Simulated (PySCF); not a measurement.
**Vertical excitation energies**

Compound: NbSe(NH2)3 (singlet state).
SMILES: `[NH2][Nb]([NH2])([NH2])=[Se]`

Computed with TDDFT PBE0/def2-SVPD, vertical, gas phase, core orbitals frozen in the response, def2 core potentials past Kr in PySCF. Isolated species at its PBE0-D3(BJ)/def2-SVP geometry, gas phase. Spin–orbit coupling is left out.

```json
{"state": "S1", "E (eV)": "3.56", "E (kJ/mol)": "343", "λ (nm)": "348.5", "f": "0.0005", "main configurations (H = HOMO, L = LUMO)": "H-1/H→L/L+1 (≥91%)"}
{"state": "S2", "E (eV)": "3.75", "E (kJ/mol)": "362", "λ (nm)": "330.2", "f": "0.0010", "main configurations (H = HOMO, L = LUMO)": "H-1/H→L/L+1 (99%)"}
{"state": "S3", "E (eV)": "3.76", "E (kJ/mol)": "362", "λ (nm)": "330.1", "f": "0.0011", "main configurations (H = HOMO, L = LUMO)": "H-1/H→L/L+1 (99%)"}
{"state": "S4", "E (eV)": "4.39", "E (kJ/mol)": "423", "λ (nm)": "282.6", "f": "0.055", "main configurations (H = HOMO, L = LUMO)": "H-1/H→L/L+1 (≥61%), H-2→L+2 (11%)"}
{"state": "S5", "E (eV)": "4.41", "E (kJ/mol)": "426", "λ (nm)": "280.9", "f": "0.0084", "main configurations (H = HOMO, L = LUMO)": "H-2→L/L+1 (≥88%)"}
{"state": "S6", "E (eV)": "4.42", "E (kJ/mol)": "427", "λ (nm)": "280.3", "f": "0.0086", "main configurations (H = HOMO, L = LUMO)": "H-2→L/L+1 (≥88%)"}
{"state": "S7", "E (eV)": "4.56", "E (kJ/mol)": "440", "λ (nm)": "271.9", "f": "0.0086", "main configurations (H = HOMO, L = LUMO)": "H-1/H→L+2 (≥94%)"}
{"state": "S8", "E (eV)": "4.56", "E (kJ/mol)": "440", "λ (nm)": "271.7", "f": "0.0086", "main configurations (H = HOMO, L = LUMO)": "H-1/H→L+2 (≥94%)"}
{"state": "S9", "E (eV)": "4.97", "E (kJ/mol)": "479", "λ (nm)": "249.7", "f": "0.012", "main configurations (H = HOMO, L = LUMO)": "H-3→L/L+1 (≥86%)"}
{"state": "S10", "E (eV)": "4.98", "E (kJ/mol)": "480", "λ (nm)": "249.2", "f": "0.012", "main configurations (H = HOMO, L = LUMO)": "H-3→L/L+1 (≥86%)"}
```

Triplets, Tamm–Dancoff:

```tsv
state	E (eV)	λ (nm)	main configurations (H = HOMO, L = LUMO)
T1	3.02	411.1	H-1/H→L/L+1 (≥86%)
T2	3.25	381.5	H-1/H→L/L+1 (≥96%)
T3	3.25	381.4	H-1/H→L/L+1 (≥96%)
```

The lowest singlet lies at 3.56 eV (349 nm, ultraviolet) and is very weak; its leading configuration is HOMO-1/HOMO→LUMO/LUMO+1 (≥91%). The strongest level in the table is S4 at 4.39 eV (283 nm, f = 0.055). S2/S3, S5/S6, S7/S8 and S9/S10 lie within about 0.01 eV of each other in each set; the point group C3 has degenerate representations, and within a degenerate level the listed configurations can mix freely. For S1 the Löwdin share of niobium is 21% in HOMO and 57% in LUMO. Orbital energies (eV): HOMO-3 -7.99, HOMO-2 -7.29, HOMO-1 -6.63, HOMO -6.62, LUMO -1.42, LUMO+1 -1.41, LUMO+2 -0.66. Weighted by f, the mean energy of these states is 4.52 eV. The listed states span 1.42 eV, and the widest gap between neighbours is 0.63 eV (S3 to S4). No computed singlet lies in the visible range (380 to 750 nm); the lowest, at 349 nm, stands 0.29 eV above its violet end (3.26 eV); a Tamm–Dancoff triplet lies at 411 nm, without intensity as long as spin–orbit coupling is left out. The vertical ionisation energy (ΔSCF) is 8.45 eV, 3.47 eV above S10. Orbitals of the list HOMO-3 to LUMO+2 that lie within 0.01 eV of each other are written together with a slash and their weights summed (≥ marks a lower bound); for degenerate orbitals outside that list single weights are arbitrary. Only the lowest 10 singlets were computed, as vertical energies without vibronic structure.

On one thread of an Arm Neoverse V2, no GPU, shared host with 192 logical CPUs at a one-minute load of 44, this took 1.9 min of wall time (with the writing of density and orbital grids) and 0.89 GiB of memory at its peak.
